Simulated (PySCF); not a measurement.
Frontier orbitals and the lowest excitations

CH7B2N.
Geometry (PBE0-D3(BJ)/def2-SVP, Å), atoms numbered from 1 in this order:
```
atom  x, y, z in Å
B1    -1.612    0.155   -0.400
C2    -0.698   -0.746    0.457
B3     0.674   -0.659   -0.348
N4     1.652    0.274   -0.014
H5    -1.789    1.320   -0.112
H6    -2.114   -0.260   -1.422
H7    -0.561   -0.390    1.489
H8    -1.004   -1.804    0.427
H9     0.890   -1.386   -1.292
H10    2.531    0.348   -0.508
H11    1.555    0.935    0.747
```

Theory: PySCF 2.14.0, density-fitted response routines, TDDFT CAM-B3LYP/def2-SVPD, vertical, gas phase, core orbitals frozen in the response.

Frontier orbitals with the atoms that hold most of them (Löwdin shares over 4%, at most four atoms; ? is withheld):

```csv
orbital,ε (eV),atoms
HOMO-3,-11.30,"B1 21%, C2 19%, B3 18%, H9 13%"
HOMO-2,-10.41,"B1 19%, C2 18%, N4 17%, B3 15%"
HOMO-1,-10.09,"B1 20%, C2 16%, N4 14%, B3 12%"
HOMO,-9.82,?
LUMO,-0.19,?
LUMO+1,1.07,"B3 46%, H10 15%, H11 10%, B1 10%"
LUMO+2,1.58,"B1 51%, B3 14%, H5 8%, H6 5%"
```

(1) Give the leading atoms of the HOMO.

(2) Give the leading atoms of the LUMO.

(3) The HOMO–LUMO gap is 9.63 eV. Where does the response calculation put the lowest singlet, and from which orbitals?

## Answers

(1) N4 (bonded to B and 2 H) 35%; C2 (bonded to 2 B and 2 H) 21%; B1 (bonded to C and 2 H) 14%; B3 (bonded to C, N and H) 13%. By element: nitrogen 35%, boron 27%, carbon 21%.

(2) B1 (bonded to C and 2 H) 41%; C2 (bonded to 2 B and 2 H) 15%; B3 (bonded to C, N and H) 14%; H6 (bonded to B) 9%. By element: boron 55%, carbon 15%, hydrogen 9% or more.

(3) S1 is at 5.76 eV (f = 0.0068), 3.87 eV below the gap, made of HOMO-1→LUMO (65%), HOMO-2→LUMO (15%), HOMO→LUMO (14%). Its leading pair isn't HOMO and LUMO; the energies of that pair differ by 9.90 eV. Without the coupling terms of the response equations the lowest excitation would equal the gap.

Next come S2 at 5.85 eV (f 0.030), HOMO→LUMO (61%), HOMO-2→LUMO (24%); S3 at 6.76 eV (f 0.0085), HOMO-2→LUMO (45%), HOMO-1→LUMO (24%), HOMO-3→LUMO (19%); S4 at 7.36 eV (f 0.076), HOMO-3→LUMO (53%), HOMO→LUMO (16%), HOMO-2→LUMO (8%); S5 at 7.68 eV (f 0.055), HOMO→LUMO+1 (63%).

Time: 90 s of wall time (with the writing of density and orbital grids). Hardware: one thread of an x86-64 server, no GPU (shared host).

One conformer stands for the species.
